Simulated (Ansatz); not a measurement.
Born–Oppenheimer molecular dynamics of a periodic cell of 17 atoms, Be₁₆H (host Be, host structure hcp, interstitial H). It goes on from the last frame of an earlier run, with new velocities.

Theory: DFT PBEsol, scalar-relativistic, plane waves, PAW in Ansatz. Settings: cutoff 420 eV, k mesh 4x4x3, fermi-dirac smearing 0.002 eV, no spin polarisation.

```
ensemble        : NVT, Langevin thermostat
time step       : 0.5 fs
steps asked     : 200
set temperature : 1260 K
friction        : 0.05 /fs
seed            : 553401
```

First frame:

```xyz
17
Lattice="-2.2900 -3.9664 0.0000 3.4350 -1.9832 0.0000 0.0000 0.0000 7.1769" Properties=species:S:1:pos:R:3
Be -0.033 -3.927 0.030
Be -0.209 -2.631 1.738
Be 0.203 -3.952 3.553
Be 0.057 -2.739 5.387
Be -1.238 -1.915 -0.094
Be 2.096 -2.611 1.746
Be -1.191 -2.040 3.574
Be 2.323 -2.788 5.417
Be 1.313 -2.018 -0.010
Be 1.277 -0.708 1.823
Be 1.193 -1.909 3.630
Be 1.015 -0.615 5.468
Be 0.164 -0.093 0.036
Be 1.167 -4.475 1.515
Be 0.102 0.088 3.578
Be 0.926 -4.681 5.473
H 1.197 -1.894 5.059
```

(1) What does the run give?

(2) What happens to the structure?

(3) How do temperature and energy run in time?

## Answers

(1) All steps were run.

```yaml
steps_done: 200
time_covered: 100 fs
mean_temperature_over_the_second_half: 1208 K
spread_of_the_potential_energy_over_the_second_half: 19.5 meV per atom
mean_potential_energy_of_the_second_half_above_the_start: 33.1 meV per atom
```

A run of 0.1 ps of so small a system gives no equilibrium averages. The smearing is very narrow for this mesh. Limits of this set-up: coarse k mesh, odd electron count without spin.

(2) Mean squared displacements from the first frame to the last, about the centre of mass: Be 0.09 Å², H 0.27 Å². This is one draw of velocities; another would differ in detail.

(3) 
```tsv
time (fs)	T (K)	potential energy less start (eV)
0.0	1186	0.000
8.0	943	0.258
16.0	1030	0.316
24.0	1489	0.260
32.0	633	0.514
40.0	1355	0.390
48.0	1396	-0.031
56.0	1093	0.184
64.0	1338	0.193
72.0	1074	0.463
80.0	1099	1.007
88.0	1220	0.909
96.0	1526	0.516
```

Run time: 20 min on 1 thread of Arm Neoverse V2, on a shared host, peak memory 0.46 GiB.
